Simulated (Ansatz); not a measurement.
Two isomers of C3H7BO: A = `CBC(C)=O`, B = `CB(C)C=O`.

Calculated with Ansatz (gas phase, PBE0-D4/def2-TZVP geometries, no zero-point term in ΔE). CCSD(T)/CBS is the MP2 limit (def2-TZVPP, def2-QZVPP) plus CCSD(T) − MP2 in def2-TZVPP, frozen cores. DFT in def2-TZVPP. B3LYP here is the variant with VWN-RPA as its local correlation; programs differ in this. One conformer a species, not always the lowest.

(1) Which isomer does CCSD(T)/CBS put lower? Give the gap. (An estimate is asked.)

(2) Give E(B) − E(A) in kcal/mol with HF/def2-TZVPP, B2PLYP, r2SCAN-D4, B3LYP, ωB97M-V, PBE-D4, B3LYP-D4. (Estimate.)

Largest T1 diagnostic: 0.017.

## Answers

(1) The calculation gave: B, by 3.9 kcal/mol.

(2) Computed: HF/def2-TZVPP -4.3, B2PLYP -3.3, r2SCAN-D4 -2.7, B3LYP -3.2, ωB97M-V -4.0, PBE-D4 -2.4, B3LYP-D4 -3.4. None reverses the order clearly.

From PBE to PBE0 (25 % exact exchange), in def2-TZVPP and without D4, E(B) − E(A) moves by −1.1 kcal/mol.
